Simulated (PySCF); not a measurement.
PySCF input file for CH5FO2Si2, SMILES C1O[Si@@H]([SiH2]O1)F, TDDFT-PBE0/def2-SVPD. Coordinates come from a PBE0-D3(BJ)/def2-SVP optimisation. The structure was generated by enumeration; whether it is a known compound was not checked. One conformer was computed; it need not be the lowest.

```python
import numpy as np
from pyscf import gto, scf, dft, tdscf

mol = gto.M(
    atom='''
    F     2.06412099   -0.88157916   -0.41720985
    Si    0.99974291   -0.13042999    0.55618695
    O     0.50983934    1.32322920   -0.09844140
    C    -0.69421395    1.42731914   -0.81033014
    O    -1.61624078    0.42524889   -0.48829584
    Si   -1.16642387   -0.96071620    0.35911543
    H     1.71494188    0.14157989    1.82444576
    H    -0.47916813    1.38694244   -1.89411508
    H    -1.14327613    2.40444322   -0.56730412
    H    -1.34739848   -2.18448806   -0.47356446
    H    -1.97215938   -1.08995822    1.60707209
    ''',
    basis='def2-SVPD',
    charge=0,
    spin=0,
    max_memory=1600,
    verbose=4,
)
mf = dft.RKS(mol, xc='pbe0').density_fit(auxbasis='def2-universal-jkfit')
mf.grids.level = 3
mf.conv_tol = 1e-9
mf.max_cycle = 100
mf.kernel()
mf.grids = dft.Grids(mol).set(level=1).build(with_non0tab=True)  # coarser grid for the response kernel
td = tdscf.TDDFT(mf)
td.singlet = True
td.nstates = 10
td.conv_tol = 1e-4
td.positive_eig_threshold = 1e-6
td.kernel(x0=td.get_init_guess(mf, 15))
td.analyze()
tt = tdscf.TDA(mf)
tt.singlet = False
tt.nstates = 4
tt.conv_tol = 1e-4
tt.positive_eig_threshold = 1e-6
tt.kernel(x0=tt.get_init_guess(mf, 9))
tt.analyze(verbose=3)
```

Program output:

```
PySCF version 2.14.0

[INPUT] verbose = 4
[INPUT] num. atoms = 11
[INPUT] num. electrons = 64
[INPUT] charge = 0
[INPUT] spin (= nelec alpha-beta = 2S) = 0
[INPUT] symmetry False subgroup None
[INPUT] Mole.unit = angstrom
[INPUT] Symbol           X                Y                Z      unit          X                Y                Z       unit  Magmom
[INPUT]  1 F      2.064120990000  -0.881579160000  -0.417209850000 AA    3.900623359066  -1.665943169524  -0.788412352971 Bohr   0.0
[INPUT]  2 Si     0.999742910000  -0.130429990000   0.556186950000 AA    1.889240294876  -0.246476959530   1.051041009557 Bohr   0.0
[INPUT]  3 O      0.509839340000   1.323229200000  -0.098441400000 AA    0.963456720129   2.500540788027  -0.186027285319 Bohr   0.0
[INPUT]  4 C     -0.694213950000   1.427319140000  -0.810330140000 AA   -1.311874237353   2.697242266950  -1.531302035080 Bohr   0.0
[INPUT]  5 O     -1.616240780000   0.425248890000  -0.488295840000 AA   -3.054252425553   0.803603936875  -0.922745405364 Bohr   0.0
[INPUT]  6 Si    -1.166423870000  -0.960716200000   0.359115430000 AA   -2.204221659455  -1.815490501433   0.678629809805 Bohr   0.0
[INPUT]  7 H      1.714941880000   0.141579890000   1.824445760000 AA    3.240770472747   0.267547216846   3.447702815524 Bohr   0.0
[INPUT]  8 H     -0.479168130000   1.386942440000  -1.894115080000 AA   -0.905496533320   2.620941362136  -3.579358749609 Bohr   0.0
[INPUT]  9 H     -1.143276130000   2.404443220000  -0.567304120000 AA   -2.160478770453   4.543739167867  -1.072049416137 Bohr   0.0
[INPUT] 10 H     -1.347398480000  -2.184488060000  -0.473564460000 AA   -2.546214107855  -4.128084155782  -0.894907131728 Bohr   0.0
[INPUT] 11 H     -1.972159380000  -1.089958220000   1.607072090000 AA   -3.726841102192  -2.059722523018   3.036926112532 Bohr   0.0

nuclear repulsion = 396.219249153272
number of shells = 75
number of NR pGTOs = 263
number of NR cGTOs = 177
basis = def2-SVPD
ecp = {}


[settings echo left out]
init E= -870.140972365938
  HOMO = -0.306096594825985  LUMO = -0.0574680570360648  gap/eV = 6.76553
cycle= 1 E= -869.420443658999  delta_E= 0.721  |g|= 0.93  |ddm|= 4.43
  HOMO = -0.20912763673309  LUMO = -0.0187657076152706  gap/eV = 5.18001
cycle= 2 E= -869.13135601916  delta_E= 0.289  |g|= 1.54  |ddm|=  2.3
  HOMO = -0.301374926656469  LUMO = -0.018698674063355  gap/eV = 7.69201
cycle= 3 E= -869.579121692091  delta_E= -0.448  |g|= 0.0805  |ddm|= 1.44
  HOMO = -0.293193694817059  LUMO = -0.0171566096504709  gap/eV = 7.51135
cycle= 4 E= -869.580101680173  delta_E= -0.00098  |g|= 0.0528  |ddm|= 0.151
  HOMO = -0.297497125285033  LUMO = -0.0177553173227887  gap/eV = 7.61216
cycle= 5 E= -869.580682989899  delta_E= -0.000581  |g|= 0.011  |ddm|= 0.0536
  HOMO = -0.297547171946807  LUMO = -0.0175587045996841  gap/eV = 7.61887
cycle= 6 E= -869.580701917828  delta_E= -1.89e-05  |g|= 0.00333  |ddm|= 0.0135
  HOMO = -0.297514424512247  LUMO = -0.0174929313274994  gap/eV = 7.61977
cycle= 7 E= -869.580704109507  delta_E= -2.19e-06  |g|= 0.000547  |ddm|= 0.00369
  HOMO = -0.297499232323493  LUMO = -0.0174778857271538  gap/eV = 7.61977
cycle= 8 E= -869.580704147542  delta_E= -3.8e-08  |g|= 0.000366  |ddm|= 0.000905
  HOMO = -0.297502367311936  LUMO = -0.0174820309425172  gap/eV = 7.61974
cycle= 9 E= -869.580704171743  delta_E= -2.42e-08  |g|= 5.49e-05  |ddm|= 0.000346
  HOMO = -0.297505710679174  LUMO = -0.0174859609200433  gap/eV = 7.61973
cycle= 10 E= -869.58070417247  delta_E= -7.26e-10  |g|= 1.05e-05  |ddm|= 0.000109
  HOMO = -0.297503768339496  LUMO = -0.0174844541961083  gap/eV = 7.61971
Extra cycle  E= -869.580704172468  delta_E= 1.59e-12  |g|= 1.25e-05  |ddm|= 2.96e-05
converged SCF energy = -869.580704172468
tot grids = 46024
Overwritten attributes  positive_eig_threshold  of <class 'pyscf.tdscf.rks.TDDFT'>


******** <class 'pyscf.tdscf.rks.TDDFT'> for <class 'pyscf.df.df_jk.DFRKS'> ********
nstates = 10 singlet
deg_eia_thresh = 1.000e-03
wfnsym = None
conv_tol = 0.0001
eigh lindep = 1e-12
eigh level_shift = 0
eigh max_cycle = 100


Excitation energies (eV)
[6.28733802 6.47392849 6.63963275 6.84811325 7.38900429 7.51750619
 7.64129106 7.7552039  7.7810577  7.94531994]

** Singlet excitation energies and oscillator strengths **
Excited State   1:      6.28734 eV    197.20 nm  f=0.0100
      32 -> 33       -0.69029
Excited State   2:      6.47393 eV    191.51 nm  f=0.0039
      31 -> 33       -0.51843
      32 -> 34       -0.46419
Excited State   3:      6.63963 eV    186.73 nm  f=0.0470
      31 -> 33       -0.45760
      31 -> 34       -0.15132
      32 -> 34        0.49159
Excited State   4:      6.84811 eV    181.05 nm  f=0.0447
      31 -> 34        0.66824
      32 -> 34        0.17193
Excited State   5:      7.38900 eV    167.80 nm  f=0.0371
      31 -> 35        0.17826
      32 -> 35        0.59047
      32 -> 36       -0.28162
Excited State   6:      7.51751 eV    164.93 nm  f=0.0329
      30 -> 33        0.10221
      32 -> 35        0.31504
      32 -> 36        0.61487
Excited State   7:      7.64129 eV    162.26 nm  f=0.0322
      30 -> 33        0.52002
      30 -> 34        0.15567
      31 -> 35       -0.32240
      31 -> 36        0.20710
      32 -> 35        0.11318
      32 -> 36       -0.15689
Excited State   8:      7.75520 eV    159.87 nm  f=0.1110
      29 -> 33        0.10861
      30 -> 33        0.25592
      31 -> 35        0.53276
      31 -> 36        0.31184
Excited State   9:      7.78106 eV    159.34 nm  f=0.0285
      30 -> 33        0.33927
      31 -> 35        0.12170
      31 -> 36       -0.57446
      32 -> 37       -0.10068
Excited State  10:      7.94532 eV    156.05 nm  f=0.0859
      29 -> 33       -0.18059
      29 -> 34       -0.18493
      30 -> 34        0.60671
      31 -> 35        0.15917

** Transition electric dipole moments (AU) **
state          X           Y           Z        Dip. S.      Osc.
  1         0.0431     -0.2198      0.1221      0.0651      0.0100
  2        -0.0268      0.1366      0.0712      0.0244      0.0039
  3        -0.0328      0.1736     -0.5075      0.2888      0.0470
  4         0.0294      0.5148     -0.0259      0.2666      0.0447
  5         0.3708      0.2540      0.0556      0.2051      0.0371
  6         0.2921     -0.1075     -0.2857      0.1785      0.0329
  7         0.3117      0.0899      0.2587      0.1722      0.0322
  8        -0.6263     -0.3763     -0.2246      0.5844      0.1110
  9        -0.3566      0.0091      0.1494      0.1495      0.0285
 10        -0.6367     -0.0459     -0.1842      0.4414      0.0859

** Transition velocity dipole moments (imaginary part, AU) **
state          X           Y           Z        Dip. S.      Osc.
  1         0.0082     -0.0520      0.0381      0.0042      0.0122
  2        -0.0068      0.0397      0.0173      0.0019      0.0054
  3        -0.0109      0.0441     -0.1257      0.0179      0.0488
  4         0.0106      0.1336     -0.0029      0.0180      0.0476
  5         0.1063      0.0713      0.0197      0.0168      0.0412
  6         0.0872     -0.0343     -0.0858      0.0161      0.0390
  7         0.0948      0.0291      0.0738      0.0153      0.0363
  8        -0.1866     -0.1106     -0.0686      0.0518      0.1211
  9        -0.1048      0.0050      0.0461      0.0131      0.0306
 10        -0.1930     -0.0150     -0.0537      0.0404      0.0922

** Transition magnetic dipole moments (imaginary part, AU) **
state          X           Y           Z
  1         0.4233      0.2491      0.0069
  2         0.2906     -0.1307      0.0772
  3        -0.0622      0.2187     -0.4218
  4         0.7192     -0.0771     -0.0204
  5         0.2872     -0.8989     -0.3546
  6         0.2591      0.2683     -0.3447
  7         0.7699     -0.0604     -0.5531
  8        -0.1853      0.7095      0.8758
  9         0.0621     -0.0266      0.7026
 10        -0.1683      0.0537      0.3223
Overwritten attributes  positive_eig_threshold  of <class 'pyscf.tdscf.rks.TDA'>


******** <class 'pyscf.tdscf.rks.TDA'> for <class 'pyscf.df.df_jk.DFRKS'> ********
nstates = 4 triplet
deg_eia_thresh = 1.000e-03
wfnsym = None
conv_tol = 0.0001
eigh lindep = 1e-12
eigh level_shift = 0
eigh max_cycle = 100


Excitation energies (eV)
[5.63820805 5.73141132 6.1275309  6.37658432]

** Triplet excitation energies and oscillator strengths **
Excited State   1:      5.63821 eV    219.90 nm  f=0.0000
Excited State   2:      5.73141 eV    216.32 nm  f=0.0000
Excited State   3:      6.12753 eV    202.34 nm  f=0.0000
Excited State   4:      6.37658 eV    194.44 nm  f=0.0000
```

Self-consistency was reached.
